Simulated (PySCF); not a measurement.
Species: C₃H₉O₂Si (doublet state).
SMILES with atom numbers: `[CH3:1][CH:2][Si@H:3]([OH:4])[O:5][CH3:6]` (hydrogens: H7, H8, H9 on C1; H10 on C2; H11 on Si3; H12 on O4; H13, H14, H15 on C6)

Cartesian coordinates in Å at the GFN2-xTB level; atoms count from 1:
```xyz
15
C3H9O2Si angstrom
C     -2.5235    0.2686    0.0596
C     -1.0810    0.5629   -0.0606
Si     0.2256   -0.7484   -0.1262
O     -0.2581   -1.9839    0.8129
O      1.6646   -0.2980    0.5044
C      2.4957    0.7224    0.0559
H     -3.0269    0.4055   -0.9036
H     -2.6817   -0.7548    0.3867
H     -3.0049    0.9565    0.7586
H     -0.8409    1.5973   -0.2697
H      0.4523   -1.2496   -1.4932
H      0.3980   -2.4540    1.3203
H      2.6996    0.6211   -1.0131
H      3.4357    0.6616    0.6065
H      2.0410    1.7008    0.2311
```

The hyperfine couplings belong to this conformer and change with its torsions.

Computed with UKS B3LYP, pcH-1 on C H O Si, non-relativistic, mean-field spin-orbit, GIAO in PySCF. One conformer (not necessarily the lowest) at the GFN2-xTB geometry, without solvent, vibrations or thermal averaging. Couplings are sensitive to structure, and on GFN2-xTB geometries they can be far from those on DFT ones. Stability of the SCF solution: not tested.

The largest Mulliken spin populations are on C2 (+1.00) and C1 (-0.08). C2 is the only atom above +0.15. The angles at C2 add up to 359.3°, so it is planar; its axial dipolar tensor and the negative coupling of its proton fit spin in a p orbital normal to that plane.

Q: Find Q in a(H) = Q·ρ(C) for the protons on the planar carbons that carry spin.

A: 
```tsv
H	C	ρ(C)	a(H) (G)	a/ρ (G)
H10	C2	+1.003	-19.62	-19.6
```

One proton gives one ratio, Q = -19.6 G, and no test of linearity.

Q: List the C–H protons on four-coordinate carbons next to a three-coordinate spin centre, with their couplings and θ (C–H bond against the normal to the plane of the centre's neighbours, projected along the bond that joins the two).

A: 
| β H | on | centre | θ (°) | cos²θ | a (G) |
| --- | --- | --- | --- | --- | --- |
| H7 | C1 | C2 | 18 | 0.90 | +52.05 |
| H8 | C1 | C2 | 78 | 0.04 | +2.65 |
| H9 | C1 | C2 | 44 | 0.52 | +31.61 |

Fitting the Heller–McConnell form a = ρ(B0 + B2 cos²θ), with Mulliken ρ = 1.00, gives B0 = 0.7 G and B2 = 57.5 G, with a largest miss of 1.2 G. By this fit the coupling would be 58.3 G at θ = 0° and 0.7 G at 90°.

Q: What would the freely rotating methyl group on C1 show?

A: Three equal couplings, a 1:3:3:1 quartet. The mean of the three values of this geometry estimates the splitting: 28.8 G, or 80.6 MHz (three bonds 120° apart have a mean cos²θ of 1/2 at any torsion).

Couplings in gauss use g_iso = 2.0026.
